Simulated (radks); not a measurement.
Initial-state core-level shifts of the gallium ion Ga2+ when its valence configuration changes from [Ar] 3d10 4s1. Method: Dirac Kohn-Sham, PBE, spin-unpolarised, spherical densities, point nucleus; open shells fill j = l - 1/2 first; computed with a radial shooting solver on a logarithmic mesh with Libxc functionals. Shifts are changes of the shell-averaged eigenvalues in eV (positive: less bound).

| valence | 1s | 2p | 3s | 3p |
|---|---|---|---|---|
| 3d9 4s1 4p1 | -11.223 | -12.158 | -10.633 | -10.406 |
| 3d9 4s2 | -9.653 | -10.648 | -9.070 | -8.851 |
| 3d10 4p1 | -1.629 | -1.552 | -1.627 | -1.622 |
| 3d9.5 4p1.5 | -7.059 | -7.433 | -6.814 | -6.697 |
| 3d9.5 4s1 4p0.5 | -5.487 | -5.928 | -5.244 | -5.134 |
| 3d8.5 4s1 4p1.5 | -17.194 | -18.676 | -16.147 | -15.799 |
| 3d8.5 4p2.5 | -18.716 | -20.142 | -17.658 | -17.301 |
| 3d9.5 4s1.5 | -4.679 | -5.154 | -4.438 | -4.331 |
| 3d9.5 4s0.5 4p1 | -6.280 | -6.687 | -6.035 | -5.922 |
